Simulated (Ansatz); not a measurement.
H3AlBO, SMILES `O[B-][AlH2]` (lower singlet) (charge -1, multiplicity 1). This singlet lies 0.48 eV below the relaxed triplet at the level frozen-core CCSD(T)/aug-cc-pVTZ // B3LYP-D3(BJ)/def2-TZVPD (Ansatz, a first-principles code).

Z-matrix (Å, degrees):
```
B
O 1 1.3558
H 2 0.9648 1 112.42
Al 1 2.0367 2 154.64 3 0.03
H 4 1.6267 1 113.80 2 114.60
H 4 1.6267 5 112.61 1 -131.41
```
Charge -1, spin multiplicity 1.

Frozen-core energies in aug-cc-pVDZ from Ansatz at a geometry from B3LYP-D3(BJ)/def2-TZVPD; the HF reference has <S^2> = 0.00 (restricted, and unstable towards unrestricted orbitals) and the T1 diagnostic is 0.025.

```json
[
 {"level": "HF", "energy (Ha)": "-343.17830"},
 {"level": "MP2", "energy (Ha)": "-343.55079"},
 {"level": "CCSD", "energy (Ha)": "-343.58672"},
 {"level": "CCSD(T)", "energy (Ha)": "-343.60283"}
]
```

Q: Estimate the energies of CCSDT and CCSDT(Q), and give each level's difference from CCSDT(Q).

A: 
| level | energy (Ha) | difference from CCSDT(Q) (mHa) |
|---|---|---|
| MP2 | -343.55079 | 55.00 |
| CCSD | -343.58672 | 19.07 |
| CCSD(T) | -343.60283 | 2.97 |
| CCSDT | -343.60432 | 1.47 |
| CCSDT(Q) | -343.60579 | 0.00 |
